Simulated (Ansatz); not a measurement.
CH6NOSbSi, SMILES `[SiH3]O/C=[N]\[SbH2]`. Total charge 0; spin multiplicity 1. Sb: def2 effective core potential. The geometry is a stationary point of PBE0-D4/def2-TZVP. It is one conformer, not always the lowest.

```xyz
11

Si   -1.355    0.912    0.962
O    -0.198    0.101    0.077
C     1.088   -0.088    0.449
N     1.964   -0.695   -0.204
Sb    1.526   -1.531   -2.041
H    -2.583    0.855    0.142
H    -1.557    0.241    2.271
H    -0.930    2.316    1.191
H     1.337    0.351    1.425
H     0.665   -0.191   -2.684
H     0.044   -2.271   -1.589
```

(1) What is the dipole moment at B3LYP/def2-TZVPP? (An estimate is asked.)

(2) And with PBE, r2SCAN, ωB97M-V? (Best estimate.)

(3) Give the Mulliken charges with B3LYP, PBE, r2SCAN in def2-TZVPP. (Estimate.)

Results:

(1) Ansatz gave: 1.97 D, with components (-1.65, 0.85, 0.67) D in this frame, pointing from negative to positive charge.

(2) Ansatz gave: PBE 1.96 D, r2SCAN 2.07 D, ωB97M-V 2.03 D.

(3) Computed: 
```json
{"atom": "Si1", "B3LYP": "0.40", "PBE": "0.32", "r2SCAN": "0.41"}
{"atom": "O2", "B3LYP": "-0.32", "PBE": "-0.24", "r2SCAN": "-0.33"}
{"atom": "C3", "B3LYP": "0.14", "PBE": "0.10", "r2SCAN": "0.23"}
{"atom": "N4", "B3LYP": "-0.44", "PBE": "-0.38", "r2SCAN": "-0.48"}
{"atom": "Sb5", "B3LYP": "0.53", "PBE": "0.45", "r2SCAN": "0.50"}
{"atom": "H6", "B3LYP": "-0.05", "PBE": "-0.04", "r2SCAN": "-0.05"}
{"atom": "H7", "B3LYP": "-0.06", "PBE": "-0.05", "r2SCAN": "-0.06"}
{"atom": "H8", "B3LYP": "-0.06", "PBE": "-0.05", "r2SCAN": "-0.06"}
{"atom": "H9", "B3LYP": "0.09", "PBE": "0.08", "r2SCAN": "0.07"}
{"atom": "H10", "B3LYP": "-0.12", "PBE": "-0.10", "r2SCAN": "-0.12"}
{"atom": "H11", "B3LYP": "-0.12", "PBE": "-0.10", "r2SCAN": "-0.12"}
```

B3LYP here is the variant with VWN-RPA as its local correlation; programs differ in this.
